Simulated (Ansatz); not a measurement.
Isolated molecules relaxed with PBE0-D4/def2-TZVP in Ansatz; ΔE leaves out vibrations. CCSD(T)/CBS adds triple-zeta CCSD(T) − MP2 to the extrapolated MP2 energy (def2 sets, frozen cores). This one scheme is used for every species. DFT in def2-TZVPP. B3LYP here is the variant with VWN-RPA as its local correlation; programs differ in this. For Br outer-core shells are correlated without core-valence functions, which leaves a few kJ/mol of doubt a bond. Scalar relativity is left out up to krypton. One conformer a species, not always the lowest.

Consider the formal exchange of groups at the Si–Br bond: `F[Si](F)([SiH3])Br` + `C=O` → `O=C[Si](F)(F)[SiH3]` + HBr.

`F[Si](F)([SiH3])Br`:

```xyz
8

F    -0.873    0.116    2.080
Si    0.315    0.201    1.033
F     1.439   -0.791    1.551
Si   -0.397   -0.362   -1.115
Br    1.134    2.243    1.113
H    -1.449    0.602   -1.519
H    -0.937   -1.745   -1.114
H     0.769   -0.264   -2.028
```

`C=O`:

Z-matrix (Å, degrees):
```
C
O 1 1.195
H 1 1.109 2 122.0
H 1 1.109 2 122.0 3 -180.0
```

`O=C[Si](F)(F)[SiH3]`:

Cartesian coordinates in Å:
```
O -0.109 1.059 2.027
C -0.987 0.348 1.601
Si -0.734 -0.472 -0.115
F -1.961 -0.049 -1.040
F -0.846 -2.050 0.084
Si 1.322 0.151 -1.044
H -1.911 0.187 2.204
H 1.351 1.626 -1.202
H 2.413 -0.298 -0.144
H 1.462 -0.502 -2.371
```

HBr:

Z-matrix (Å, degrees):
```
Br
H 1 1.420
```

```
             level  ΔE (kcal/mol)  difference from CCSD(T)/CBS
           PBE0-D4           29.0                         -0.3
           ωB97X-V           28.3                         -1.0
           ωB97M-V           28.7                         -0.6
            B2PLYP           28.7                         -0.6
               PBE           27.7                         -1.6
              PBE0           29.0                         -0.3
             B3LYP           28.0                         -1.3
     HF/def2-TZVPP           30.5                          1.2
    MP2/def2-TZVPP           30.1                          0.8
   CCSD/def2-TZVPP           28.2                         -1.1
CCSD(T)/def2-TZVPP           28.1                         -1.2
     HF/def2-QZVPP           30.5                          1.2
    MP2/def2-QZVPP           30.8                          1.5
SCS-MP2/def2-QZVPP           29.8                          0.5
      HF/CBS(def2)           30.5                          1.2
     MP2/CBS(def2)           31.3                          2.0
       CCSD(T)/CBS           29.3                            0
```

Largest T1 diagnostic among the species: 0.015.

From PBE to PBE0 (25 % exact exchange), in def2-TZVPP and without D4, ΔE moves by +1.3 kcal/mol.
